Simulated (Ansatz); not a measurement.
Coupled-cluster diagnostics for the cluster SiTe₂⁺, Ansatz.

Geometry of the doublet (B3LYP-D4/def2-TZVP):

```tsv
atom	x (Å)	y (Å)	z (Å)
Si1	-0.004	0.001	-0.004
Te2	-0.967	-2.081	0.159
Te3	0.970	2.080	-0.155
```

In the def2 sets Te takes a core potential; there is no spin–orbit coupling. Correlated methods freeze 13 core orbitals; core or outer-core shells of Te are correlated, in sets that lack core-valence functions. In CCSD on the charge 1 doublet the largest single amplitude is 0.21, so its Hartree–Fock determinant may place the open shell otherwise than the density functionals do. Another isomer (doublet) lies 0.86 eV lower at PBE0-D4/def2-TZVP; other spin states weren't run for this one.

Problem. Estimate the CCSD(T) correlation energy, the shares of MP2 and (T), T1 and the reference's ⟨S²⟩ for: charge 1, doublet, own geometry in def2-TZVPP; and the rough time on 4 threads of AMD EPYC 9R45 on a shared host.

Solution. 
```csv
state,basis,correlation (eV),MP2 share (%),(T) share (%),T1,⟨S²⟩ (pure),wall time,remarks
"charge 1, doublet, own geometry",def2-TZVPP,-26.294,99.7,3.4,0.036,1.21 (0.75),14 s,spin-contaminated (⟨S²⟩ 1.21)
```
Customary marks for T1 are 0.02 (closed shells), 0.045 (open shells) and about 0.05 (3d metals). T1 exceeds 0.02 in 1 of 1 rows and 0.045 in 0; the higher it lies, the less the single-reference result can be trusted.
